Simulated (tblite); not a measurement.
Q: Write Cartesian coordinates for `[CH2]CCCC(=O)O` [radical] as optimised with GFN2-xTB. (Doublet state.)

A: 
```xyz
16
C5H9O2 angstrom
C     -1.9077    0.9796    0.2147
C     -1.0497    0.0312    0.9441
C     -0.4435   -1.0450    0.0374
C      0.4877   -0.4286   -1.0033
C      1.7773    0.0671   -0.4025
O      2.1937   -0.1773    0.6970
O      2.4554    0.8343   -1.2701
H     -2.4879    0.6496   -0.6255
H     -2.0728    1.9694    0.5922
H     -0.2502    0.5646    1.4651
H     -1.6334   -0.4806    1.7278
H      0.1211   -1.7538    0.6448
H     -1.2439   -1.5843   -0.4718
H      0.7550   -1.1623   -1.7679
H      0.0016    0.4108   -1.5046
H      3.2898    1.1343   -0.8763
```

Orientation and origin are arbitrary. Atoms count from 1 in this order. C1 (carbon bonded to C and 2 H) is planar (angles 120.7°, 120.3° and 118.4°, sum 359.4°, 0.05 Å off the plane of its three neighbours). C5 (carbon bonded to C and 2 O) is planar (angles 126.5°, 122.2° and 111.3°, sum 360.0°, 0.01 Å off the plane of its three neighbours). The C–O distances run from 1.201 Å (C5=O6, drawn double) to 1.342 Å (C5–O7, drawn single), a spread of 0.141 Å. Of the pairs four or more bonds apart, C1···H15 is among the closest relative to their van der Waals radii: 2.63 Å, 91 % of the sum of Bondi's values.

Bonds between heavy atoms (Å): C1–C2 1.472, C2–C3 1.532, C3–C4 1.526, C4–C5 1.507, C5=O6 1.201, C5–O7 1.342.

Structure optimised with GFN2-xTB, isolated species. This method treats the open shell by occupation alone, without spin polarisation.

Point group: C1 (no symmetry element, even within 0.4 Å). Its GFN2-xTB frequencies are all real (lowest 26 cm⁻¹). Torsions: H–C1–C2–C3 34° and -155°, C1–C2–C3–C4 63°, C2–C3–C4–C5 72°, C3–C4–C5–O6 13°, C4–C5–O7–H -179°.

On an Arm Neoverse V2 with one thread, on a shared host, this took 0.23 s. This is the geometry optimisation.

One conformer stands for the species.

These are computed values.
